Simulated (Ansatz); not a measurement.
Z-matrix (Å, degrees):
```
Si
N 1 1.722
H 1 1.496 2 114.8
H 1 1.487 2 107.7 3 118.9
H 1 1.485 2 108.1 3 -120.8
C 2 1.453 1 121.5 3 -68.5
H 2 1.009 1 116.1 3 76.0
B 6 1.559 2 115.1 1 -63.1
H 6 1.105 2 109.2 1 -176.3
H 6 1.101 2 114.2 1 67.5
Cl 8 1.748 6 119.0 2 165.2
H 8 1.191 6 123.7 2 -18.7
```

The species carries charge 0 and has multiplicity 1.

Task: List the ωB97M-V/def2-TZVPP orbital energies in eV (Ansatz 0.2.0). (An estimate is asked.)

Result: Computed: Occupied: -2772.09, -1807.00, -394.36, -282.15, -262.50, -199.96, -199.89, -199.83, -189.15, -148.05, -102.17, -102.16, -102.15, -27.50, -26.22, -21.79, -18.08, -16.50, -16.24, -15.04, -13.97, -13.07, -12.67, -12.20, -11.97, -11.87, -10.82, -9.37. Lowest empty: 0.63, 1.92, 2.47, 3.07, 3.23, 3.30, 3.80, 4.09.
